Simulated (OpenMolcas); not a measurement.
## Cr II: CASPT2 settings compared

```
Program             : OpenMolcas
Basis               : ANO-L-VDZP [5s4p2d1f]
Scalar Hamiltonian  : non-relativistic, point nucleus
Active space        : 5 electrons in 6 orbitals (3d 4s)
State averaging     : 2S+1 = 6 even, 6 roots; 2S+1 = 4 even, 5 roots kept (CI in the orbitals of an earlier block)
Spin-orbit coupling : RASSI with atomic mean-field integrals over the reference wave functions, term energies averaged over their components
```

Methods on the same reference wave functions:
A. CASSCF
B. SS-CASPT2, IPEA 0.2 Eh, real shift 0.5 Eh (closed shells correlated: none)
C. XMS-CASPT2, IPEA 0.2 Eh, imaginary shift 0.05 Eh (closed shells correlated: 3s 3p)

Energies in cm⁻¹ above 3d⁵ ⁶S_5/2, the measured ground level; measured values from NIST Handbook of Basic Atomic Spectroscopic Data.

```csv
Level,A,B,C,Measured
3d⁵ ⁶S_5/2,0.0,0.0,0.0,0.0
3d⁴ 4s ⁶D_1/2,3608,11020,8340,11962
3d⁴ 4s ⁶D_3/2,3679,11090,8410,12033
3d⁴ 4s ⁶D_5/2,3798,11210,8530,12148
3d⁴ 4s ⁶D_7/2,3964,11380,8700,12304
3d⁴ 4s ⁶D_9/2,4177,11590,8910,12496
3d⁴ 4s ⁴D_1/2,14739,19190,16890,19528
3d⁴ 4s ⁴D_3/2,14846,19290,17000,19631
3d⁴ 4s ⁴D_5/2,15024,19470,17170,19798
3d⁴ 4s ⁴D_7/2,15272,19720,17420,20024
```

Deviations, from unrounded energies. A percentage is the sum of absolute deviations over the sum of measured energies, with the sign that they share, or ± where signs differ.

```json
{"Against measurement": "mean absolute deviation (cm-1)", "Levels": "9", "A": "6800", "B": "660", "C": "3200"}
{"Against measurement": "other configurations (%)", "Levels": "9", "A": "-43.5", "B": "-4.2", "C": "-20.4"}
```

B lies closest to measurement on these levels and A furthest from it. The largest miss of B in the table is 3d⁴ 4s ⁶D_1/2, by -940 cm-1. The ranking rests on the paired levels alone, and a cruder setting can come out closer through cancelling errors.

Between B and C the level of the table that moves most is 3d⁴ 4s ⁶D_9/2, by 2700 cm-1 (lowest in C, highest in B). Moves below CASPT2's spread within the term are not significant.

The lowest spin-free term lies below A's lowest term by 0.064 hartree in B, 0.217 hartree in C.

Term energies are means over components that CASPT2 splits; among the terms shown or strongly mixed into the levels shown the widest spread is 100 cm-1 (3d⁴ 4s ⁴D, C). Terms from blocks run as CI alone lack orbitals of their own. A single d shell beside an s shell can misplace configurations of different d count against each other. Without dynamic correlation excited terms often stand tens of per cent too high (terms of higher spin than the ground term too low), and those without a measured partner can miss by more than the paired ones (holds for A). Computed and measured levels are paired by configuration, term and J; levels that our copy of the source lacks, or whose pairing is in doubt (as where it misses far off the trend of its configuration), stay unpaired and out of the deviations. Levels of configurations outside the active space are missing.
